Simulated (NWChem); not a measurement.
C₃H₄F₂Si; SMILES C#C[Si](C)(F)F

Problem. Give the equilibrium geometry at PBE0/def2-SVP (NWChem) as an XYZ file, with the point group.

Solution. point group Cs; any orientation.
```
10

C      0.0730     2.7044    -0.0004
C      0.0071     1.4901    -0.0004
Si    -0.0296    -0.3311    -0.0009
C      1.6414    -1.1029    -0.0001
F     -0.8698    -0.8166    -1.2917
F     -0.8708    -0.8173     1.2890
H      0.1230     3.7796    -0.0004
H      2.2058    -0.7989     0.8944
H      1.5612    -2.2006    -0.0048
H      2.2106    -0.7915    -0.8890
```
